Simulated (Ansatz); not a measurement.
Consider the atomization: `CN[SiH](O)Br` → Br• + C• + 6 H• + N• + O• + Si•.

Computed with Ansatz on PBE0-D4/def2-TZVP structures; ΔE is electronic, products minus reactants. CCSD(T)/CBS is the MP2 limit (def2-TZVPP, def2-QZVPP) plus CCSD(T) − MP2 in def2-TZVPP, frozen cores. This one scheme is used for every species, atoms too. Functionals use def2-TZVPP. B3LYP here is the variant with VWN-RPA as its local correlation; programs differ in this. Open shells (•) are unrestricted, without spin–orbit coupling. Spin–orbit coupling would lower the free atoms: a little for C, O, Si; clearly for Br. For Br outer-core shells are correlated without core-valence functions, so the limit isn't a true one: a few kJ/mol of doubt a bond, and 10 to 20 or more in all where bonds break to atoms. Scalar relativity is left out up to krypton. One conformer a species, not always the lowest.

```json
{"level": "PBE-D4", "ΔE (kcal/mol)": "965.3", "difference from CCSD(T)/CBS": "8.7"}
{"level": "PBE0-D4", "ΔE (kcal/mol)": "948.9", "difference from CCSD(T)/CBS": "-7.7"}
{"level": "B3LYP-D4", "ΔE (kcal/mol)": "950.7", "difference from CCSD(T)/CBS": "-5.9"}
{"level": "ωB97X-V", "ΔE (kcal/mol)": "955.6", "difference from CCSD(T)/CBS": "-1.0"}
{"level": "ωB97M-V", "ΔE (kcal/mol)": "955.1", "difference from CCSD(T)/CBS": "-1.5"}
{"level": "r2SCAN", "ΔE (kcal/mol)": "950.4", "difference from CCSD(T)/CBS": "-6.2"}
{"level": "PBE0", "ΔE (kcal/mol)": "943.7", "difference from CCSD(T)/CBS": "-12.9"}
{"level": "HF/def2-TZVPP", "ΔE (kcal/mol)": "680.3", "difference from CCSD(T)/CBS": "-276.3"}
{"level": "CCSD(T)/def2-TZVPP", "ΔE (kcal/mol)": "926.0", "difference from CCSD(T)/CBS": "-30.6"}
{"level": "MP2/CBS(def2)", "ΔE (kcal/mol)": "973.6", "difference from CCSD(T)/CBS": "17.0"}
{"level": "CCSD(T)/CBS", "ΔE (kcal/mol)": "956.6", "difference from CCSD(T)/CBS": "0"}
```

Largest T1 diagnostic among the species: 0.012.

From PBE to PBE0 (25 % exact exchange), in def2-TZVPP and without D4, ΔE moves by −15.5 kcal/mol: exact exchange takes away binding that semilocal exchange gives to molecules. The D4 term adds +10.0 kcal/mol with B3LYP and +5.3 kcal/mol with PBE0; it sums over pairs of atoms, weighted by their polarisabilities, and B3LYP, whose exchange is more repulsive, gets the larger term. In def2-TZVPP, CCSD(T) changes the Hartree–Fock value by +245.7 kcal/mol (the triples alone add +13.9 kcal/mol) and MP2 by +262.7 kcal/mol; breaking electron pairs costs correlation energy, which Hartree–Fock lacks.

For atomizations the MP2-based limit and the directly extrapolated one differ by several kJ/mol either way, and by 10 to 25 for some Ge, Se and Sn compounds, so smaller differences from it don't rank the levels.
